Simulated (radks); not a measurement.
Results of a calculation; reference values are marked as such.
Ionisation ladder of holmium, from Ho44+ to Ho65+. Each ion is in the ground configuration listed by NIST, and IE = E(next ion) - E(this ion). Code: a radial shooting solver on a logarithmic mesh with Libxc functionals. Model: scalar-relativistic Kohn-Sham, PBE, spin-polarised, spherical densities, finite nucleus; open shells are filled with parallel spins first (spin-orbit coupling, left out, can overturn this in heavy ions); Fermi nuclear charge, rms radius 5.2022 fm.

| species | configuration | E (hartree) | IE, Delta-SCF (eV) | -e(HOMO) (eV) | HOMO | <r> HOMO (bohr) | IE, NIST (eV) | kind | error (eV) |
|---|---|---|---|---|---|---|---|---|---|
| Ho44+ | [Ar] 3d5 | -11067.7638 | 3627.7 | 3570.4 | 3d up | 0.192 | 3592 | theory | +35.7 |
| Ho45+ | [Ar] 3d4 | -10934.4500 | 3745.7 | 3688.0 | 3d up | 0.191 | 3760 | theory | -14.3 |
| Ho46+ | [Ar] 3d3 | -10796.7968 | 3864.8 | 3806.6 | 3d up | 0.189 | 3880 | theory | -15.2 |
| Ho47+ | [Ar] 3d2 | -10654.7670 | 3984.8 | 3926.2 | 3d up | 0.188 | 4009 | theory | -24.2 |
| Ho48+ | [Ar] 3d1 | -10508.3286 | 4105.4 | 4046.5 | 3d up | 0.186 | 4131 | theory | -25.6 |
| Ho49+ | [Ar] | -10357.4571 | 4539.7 | 4488.7 | 3p | 0.209 | 4469 | theory | +70.7 |
| Ho50+ | [Ne] 3s2 3p5 | -10190.6249 | 4645.7 | 4595.1 | 3p down | 0.208 | 4576 | theory | +69.7 |
| Ho51+ | [Ne] 3s2 3p4 | -10019.8969 | 4750.2 | 4700.4 | 3p down | 0.207 | 4693 | theory | +57.2 |
| Ho52+ | [Ne] 3s2 3p3 | -9845.3319 | 4888.6 | 4836.0 | 3p up | 0.206 | 4802 | theory | +86.6 |
| Ho53+ | [Ne] 3s2 3p2 | -9665.6774 | 4997.4 | 4945.1 | 3p up | 0.205 | 5135 | theory | -137.6 |
| Ho54+ | [Ne] 3s2 3p1 | -9482.0265 | 5104.5 | 5053.1 | 3p up | 0.203 | 5258 | theory | -153.5 |
| Ho55+ | [Ne] 3s2 | -9294.4412 | 5511.0 | 5463.1 | 3s | 0.208 | 5494 | theory | +17.0 |
| Ho56+ | [Ne] 3s1 | -9091.9159 | 5628.1 | 5579.7 | 3s up | 0.207 | 5611 | theory | +17.1 |
| Ho57+ | [Ne] | -8885.0874 | 12773.8 | 12632.1 | 2p | 0.0764 | 12495 | theory | +278.8 |
| Ho58+ | [He] 2s2 2p5 | -8415.6607 | 13066.2 | 12925.4 | 2p down | 0.0760 | 12790 | theory | +276.2 |
| Ho59+ | [He] 2s2 2p4 | -7935.4879 | 13353.8 | 13215.9 | 2p down | 0.0755 | 13116 | theory | +237.8 |
| Ho60+ | [He] 2s2 2p3 | -7444.7449 | 13743.5 | 13596.1 | 2p up | 0.0748 | 13417 | theory | +326.5 |
| Ho61+ | [He] 2s2 2p2 | -6939.6802 | 14045.4 | 13898.9 | 2p up | 0.0744 | 14639 | theory | -593.6 |
| Ho62+ | [He] 2s2 2p1 | -6423.5198 | 14342.3 | 14198.7 | 2p up | 0.0739 | 14998 | theory | -655.7 |
| Ho63+ | [He] 2s2 | -5896.4508 | 15484.2 | 15371.6 | 2s | 0.0841 | 15448 | theory | +36.2 |
| Ho64+ | [He] 2s1 | -5327.4155 | 15778.8 | 15664.3 | 2s up | 0.0837 | 15745.8 | theory | +33.0 |
| Ho65+ | [He] | -4747.5551 | 63967 | 63512 | 1s | 0.0206 | 63772.4 | theory | +194.9 |

Reference values: NIST Atomic Spectra Database (exp. = measured, semi-emp. = semi-empirical, theory = theoretical value adopted there). The ionisation energy per charge of the ion left behind rises most, in proportion, at Ho65+ ([He]), from 242.75 to 969.20 eV. Open shells are spherical and high-spin; term and fine-structure splittings are not resolved. Spin-orbit splitting is averaged out at the scalar-relativistic level.
